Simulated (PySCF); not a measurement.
# [IH4]+: breathing scan

Level of theory: PySCF, PBE0, basis I def2-TZVP with ECP28, H def2-TZVP (scalar-relativistic core potentials, no spin–orbit coupling, density fitting).

Rigid scan from the singlet minimum (I–H 1.695 Å (×4); H–I–H 84.2° (×4), H–I–H 142.8° (×2)). Coordinate: all bonds to the central atom scaled together. Energies in kJ/mol from the minimum.

(1) Predict the curve at 0.88, 0.92, 0.96, 1.00, 1.04, 1.08, 1.14, 1.22, 1.35.

Results:

(1) 
| scale of all bonds to the centre | E (kJ/mol) | dipole size (D, about the centre of mass) |
| --- | --- | --- |
| 0.88 | 163.5 | 0.54 |
| 0.92 | 64.7 | 0.59 |
| 0.96 | 14.5 | 0.64 |
| 1.00 | 0.0 | 0.70 |
| 1.04 | 11.7 | 0.75 |
| 1.08 | 42.1 | 0.82 |
| 1.14 | 111.1 | 0.93 |
| 1.22 | 226.9 | 1.11 |
| 1.35 | 430.1 | 1.46 |

At long bonds a restricted determinant can lie too high, and another spin state can fall below this curve.
